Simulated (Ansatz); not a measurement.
Start from `N[SiH2]N[SiH](N)F` and change one atom or group to get `N[Si@H](F)N[Si@@H](N)Cl`.

Ansatz, PBE0-D4/def2-TZVP geometries, multiplicity 1. Each molecule was computed in one conformer, which needn't be the lowest.

| property | `N[SiH2]N[SiH](N)F` |
| --- | --- |
| LUMO energy (PBE0/def2-TZVPP) / eV | 0.57 |
| HOMO–LUMO gap (B3LYP/def2-TZVPP) / eV | 7.46 |
| LUMO energy (B3LYP/def2-TZVPP) / eV | 0.27 |
| HOMO energy (ωB97M-V/def2-TZVPP) / eV | -9.83 |
| HOMO–LUMO gap (PBE0/def2-TZVPP) / eV | 8.01 |
| HOMO–LUMO gap (ωB97M-V/def2-TZVPP) / eV | 11.85 |

**Question.** What does the change do to each property? (Best estimate.)

**Answer.** Computed: 
| property | `N[Si@H](F)N[Si@@H](N)Cl` | shift |
| --- | --- | --- |
| LUMO energy (PBE0/def2-TZVPP) / eV | 0.82 | 0.25 |
| HOMO–LUMO gap (B3LYP/def2-TZVPP) / eV | 7.91 | 0.45 |
| LUMO energy (B3LYP/def2-TZVPP) / eV | 0.49 | 0.22 |
| HOMO energy (ωB97M-V/def2-TZVPP) / eV | -10.00 | -0.17 |
| HOMO–LUMO gap (PBE0/def2-TZVPP) / eV | 8.48 | 0.47 |
| HOMO–LUMO gap (ωB97M-V/def2-TZVPP) / eV | 12.22 | 0.37 |

With PBE0 the HOMO falls by 0.22 eV and the LUMO rises by 0.25 eV, so the gap widens by about 0.47 eV. PBE moves the HOMO by -0.21 eV and ωB97M-V by -0.17 eV.

B3LYP here is the variant with VWN-RPA as its local correlation; programs differ in this.
